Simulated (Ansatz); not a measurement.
System: CH₄B, charge 0, doublet. CH4B (SMILES B[CH2], doublet).
B3LYP-D3(BJ)/def2-TZVP minimum from Ansatz (a first-principles code):
```xyz
6

B     -0.5522     0.5932     0.0263
H     -1.2361     0.7367     0.9931
H     -0.6880     1.3306    -0.9016
C      0.4846    -0.5206    -0.0230
H      0.5138    -1.3363     0.6935
H      1.2636    -0.5734    -0.7780
```
Charge 0, spin multiplicity 2.

Total energies in cc-pVDZ, 11 correlated electrons, 2 frozen orbitals. UHF or UKS for unpaired electrons; spin-orbit terms are left out. Cores are frozen in correlated methods. No relativity.

| method | program | energy (Eh) | minus CCSDT(Q) (mEh) |
|---|---|---|---|
| HF | Ansatz | -64.82864 | 243.49 |
| MP2 | Ansatz | -65.02928 | 42.85 |
| CCSD | Ansatz | -65.06595 | 6.18 |
| CCSD(T) | Ansatz | -65.07111 | 1.02 |
| CCSDT(Q) | Ansatz | -65.07213 | 0.00 |

Rough core times of Ansatz's runs on a shared machine: CCSD(T) under 20 s, CCSDT(Q) 30 s.
